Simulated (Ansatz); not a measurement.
Born–Oppenheimer molecular dynamics of a periodic cell of 13 atoms, Hf12H (host Hf, host structure hcp, interstitial H). It starts from a relaxed structure.

The calculation used Ansatz, DFT LDA, scalar-relativistic, plane waves, PAW. Settings: cutoff 420 eV, k mesh 3x2x3, fermi-dirac smearing 0.05 eV, no spin polarisation.

```
ensemble        : NVT, Langevin thermostat
time step       : 0.75 fs
steps asked     : 300
set temperature : 600 K
friction        : 0.02 /fs
seed            : 145120
```

First frame:

```xyz
13
Lattice="6.4000 0.0000 0.0000 -4.8000 8.3138 0.0000 0.0000 0.0000 5.0624" Properties=species:S:1:pos:R:3
Hf 0.004 0.003 -0.002
Hf 0.009 1.825 2.559
Hf -1.535 2.735 0.047
Hf -1.564 4.654 2.520
Hf -3.210 5.592 0.035
Hf -3.195 7.409 2.558
Hf 3.196 -0.023 -0.030
Hf 3.212 1.796 2.493
Hf 1.564 2.735 0.012
Hf 1.536 4.654 2.487
Hf -0.006 5.562 -0.028
Hf -0.002 7.383 2.530
H 3.211 3.674 1.255
```

**Question.** What does the run give?

**Answer.** The run went to its last step.

* steps done: 300
* time covered: 225 fs
* mean temperature over the second half: 560 K
* spread of the potential energy over the second half: 8.6 meV per atom
* mean potential energy of the second half above the start: 80.7 meV per atom

A run of 0.23 ps of so small a system gives no equilibrium averages. Limits of this set-up: coarse k mesh, odd electron count without spin, a small cell, in which the defect meets its images, a typed lattice constant that wasn't relaxed here.

**Question.** What happens to the structure?

**Answer.** Mean squared displacements from the first frame to the last, about the centre of mass: Hf 0.05 Å², H 0.09 Å². Another seed would give other details.

**Question.** How do temperature and energy run in time?

**Answer.** 
| time (fs) | T (K) | potential energy less start (eV) |
| --- | --- | --- |
| 0 | 554 | 0.000 |
| 18.75 | 644 | 0.143 |
| 37.5 | 468 | 0.396 |
| 56.25 | 609 | 0.638 |
| 75 | 525 | 0.774 |
| 93.75 | 626 | 0.972 |
| 112.5 | 709 | 1.061 |
| 131.25 | 644 | 1.143 |
| 150 | 659 | 1.158 |
| 168.75 | 504 | 1.100 |
| 187.5 | 506 | 0.943 |
| 206.25 | 418 | 0.978 |
| 225 | 590 | 0.826 |

Run time: 25 min on 4 threads of Intel(R) Xeon(R) 6975P-C (Granite Rapids), on a shared host, peak memory 1.8 GiB.
